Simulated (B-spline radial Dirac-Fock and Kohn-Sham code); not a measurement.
## Dipole and non-dipole photoemission parameters of Ce⁴⁺ 3s

System: cerium as Ce⁴⁺, [Kr] 4d10 5s2 5p6; threshold 1468.4 eV (orbital energy of the model). Method: Dirac-Hartree-Slater photoionisation with a Latter tail; cross sections with all multipoles, angular parameters from the dipole term and its interference with E2. Computed with a B-spline atomic structure program.

| hν (eV) | σ (kb) | β | γ |
| --- | --- | --- | --- |
| 1550 | 51.0 | 1.970 | 0.948 |
| 2760 | 21.8 | 1.980 | 0.191 |
| 3750 | 13.0 | 1.982 | -0.021 |
| 5630 | 6.22 | 1.984 | -0.126 |
| 6550 | 4.65 | 1.985 | -0.105 |
| 7640 | 3.44 | 1.985 | -0.051 |
| 8047.8 | ? | ? | ? |
| 9160 | 2.40 | 1.985 | 0.054 |
| 9760 | 2.11 | 1.985 | 0.102 |
| 12500 | 1.26 | 1.985 | 0.354 |
| 13900 | 1.01 | 1.985 | 0.491 |
| 15000 | 0.856 | 1.985 | 0.598 |

**Question.** Give the values at Cu Kα (8047.8 eV).

**Answer.** σ = 3.10 kb, β = 1.985, γ = -0.025. For an s subshell δ is negligible.
